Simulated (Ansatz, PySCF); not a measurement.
Gas-phase reaction (SMILES): [Cl][In][Cl] -> [Cl][In] + Cl atom; the Cl-In bond at the site shown breaks (other sites are not compared here).

Geometries: B3LYP-D3(BJ)/def2-TZVP minima from Ansatz (a quantum-chemistry and plane-wave program). Correlated levels leave the core frozen unless marked. UHF or UKS for open shells. No spin-orbit coupling. Frozen are the shells of the preceding noble gas and the d and f shells that filled before the atom's block. Past Kr the def2 sets carry scalar-relativistic core potentials. CBS marks a two-point X^-3 extrapolation of the correlation energy; Hartree-Fock from the larger set. The bracket is a focal-point correction in the basis named. A spin state is the lowest found, not a proven ground state. Thermal terms are rigid-rotor harmonic-oscillator values from B3LYP-D3(BJ) frequencies (PySCF) at 298.15 K and 1 atm. 1 Eh = 627.5095 kcal/mol. Atoms have translation alone.

| species | E, RI-MP2/CBS(def2-TZVPPD,def2-QZVPPD)+[CCSD(T)-MP2]/def2-TZVPPD (Ansatz) (Eh) | E, r2SCAN-D4/def2-TZVPD (Ansatz + dftd4) (Eh) | H - E (Eh) |
|---|---|---|---|
| [Cl][In][Cl] | -1108.91604 | -1110.66481 | 0.00697 |
| [Cl][In] | -649.13378 | -650.47102 | 0.00441 |
| Cl atom | -459.70725 | -460.11735 | 0.00236 |

Work out ΔE and ΔH at 298.15 K at the first level, then ΔH at the second.


1. ΔE = [(-649.13378) + (-459.70725)] - [(-1108.91604)] = 0.07501 Eh = 47.1 kcal/mol at RI-MP2/CBS(def2-TZVPPD,def2-QZVPPD)+[CCSD(T)-MP2]/def2-TZVPPD.
2. The terms H - E add up to -0.00020 Eh, so ΔH = (0.07501 + (-0.00020))×627.5095 = 46.9 kcal/mol.
3. At r2SCAN-D4/def2-TZVPD the same steps give ΔE = 48.0 and ΔH = 47.8 kcal/mol, a shift of +0.9 from the first level.
4. These values are not checked against measurement here, since the tables used lack a sound gas-phase enthalpy of formation for at least one species.
